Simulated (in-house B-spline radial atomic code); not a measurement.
Computed with a B-spline radial atomic code. Model: two electrons, singlet ground state, non-relativistic, full CI in B-splines with partial waves to l = 8 (at full coupling up to 3e-4 hartree above the limit, correlation up to 0.6 % small), density held at that of full coupling by Lieb maximisation.

Along the adiabatic connection the electron repulsion is scaled by a coupling λ while a local potential keeps the density fixed. At λ = 0 the system is the Kohn-Sham one and W equals the exchange energy; the exchange-correlation energy is the area under W between 0 and 1. The kinetic energy rises with λ as the electrons avoid each other, with dT/dλ = −λ dW/dλ.

Command:
```bash
python run_ac.py task.json out
```
Settings (lengths in bohr, energies in hartree):
```
potential              dot
strength               3.54
lmax                   8
second                 0.3
```

Run time, properties included: 11 s on 1 thread of Intel(R) Xeon(R) Processor @ 2.30GHz, with other jobs on the host.

**W = mean repulsion less Hartree energy, and W of three functionals.**

Given: confinement charge in harmonic well; well frequency 3.54 hartree; nuclear charge 0.3; external potential omega^2 r^2/2 - Z/r.

Computed: LDA exchange minus exact 218 millihartree; PBE exchange minus exact 64.038 millihartree.

```csv
coupling,W xc (hartree),W xc minus exchange (millihartree),kinetic minus Kohn-Sham (millihartree),LDA (PW92) W minus its exchange (millihartree),PBE W minus its exchange (millihartree),SCAN W minus its exchange (millihartree)
0,-1.4964,0,0,0,0,0
0.02,?,?,?,?,?,?
0.05,-1.5012,-4.874,0.1,-26.86,-7.65,-4.71
0.12,-1.5079,-11.569,0.7,-52.23,-17.88,-11.08
0.25,-1.52,-23.622,2.9,-88.51,-35.57,-22.42
0.4,-1.5333,-36.938,7.2,-121.93,-54.27,-34.86
0.6,-1.5501,-53.768,15.6,-158.75,-76.97,-50.51
0.8,-1.566,-69.612,26.7,-189.95,-97.63,-65.24
1,-1.5809,-84.544,40.1,-217.25,-116.63,-79.14
1.4,-1.6083,-111.94,72.9,-263.69,-150.62,-104.81
2,-1.6441,-147.7,133.4,-319.71,-193.99,-138.81
3,-1.6925,-196.19,253.6,-390.99,-252.14,-186.2
4.5,?,?,?,?,?,?
7,-1.8083,-311.95,802.4,-555.62,-395.44,-307.63
10,-1.8559,-359.51,1201.7,-625.65,-459.01,-360.92
```

(1) What belongs in the row 0.02?

(2) What belongs in the row 4.5?

(3) What is the SCAN exchange minus exact?

**Energy parts, natural occupations and partial-wave weights.**

Computed: exchange energy -1.4964 hartree; correlation energy -0.044413 hartree; initial slope twice GL2 -0.098249 hartree; kinetic part over minus potential part 0.47468; Hartree energy 2.9927 hartree; Kohn-Sham kinetic 5.2588 hartree; Lieb Oxford ratio E_xc over LDA exchange 1.2053.

```
natural  occupation of the shell (electrons)
      s                               1.9919
      p                            0.0071218
      s                           0.00047689
      d                                    ?
      p                           6.8591e-05
      f                           3.9219e-05
```

(4) What belongs in the row d?

```csv
wave,weight
s,0.99621
p,?
d,0.00015852
f,2.1711e-05
g,4.9628e-06
```

(5) What belongs in the row p?

(6) What is the kinetic part of the DFT correlation energy?

(7) What is the total energy?

Answers

(1) W xc (hartree): -1.4983; W xc minus exchange (millihartree): -1.959; kinetic minus Kohn-Sham (millihartree): 0; LDA (PW92) W minus its exchange (millihartree): -12.94; PBE W minus its exchange (millihartree): -3.1; SCAN W minus its exchange (millihartree): -1.9.

(2) W xc (hartree): -1.747; W xc minus exchange (millihartree): -250.59; kinetic minus Kohn-Sham (millihartree): 455.4; LDA (PW92) W minus its exchange (millihartree): -468.24; PBE W minus its exchange (millihartree): -318.1; SCAN W minus its exchange (millihartree): -241.69.

(3) 5.9823 millihartree.

(4) occupation of the shell (electrons): 0.00030192.

(5) weight: 0.0035974.

(6) 0.040131 hartree.

(7) 10.7981 hartree.

Half-way to full coupling W has made 54 % of its drop, against 50 % for a straight line, and second-order (GL2) theory, half the initial slope, overshoots the correlation energy by about 11 %: a moderate bend, as in light atoms. Over couplings 0 to 1 the errors in E_xc come to about +130 millihartree for LDA, +45 millihartree for PBE, +8.6 millihartree for SCAN, so SCAN is nearest. In LDA and PBE the errors of exchange and correlation have opposite signs, so the sum is smaller than the larger of the two.
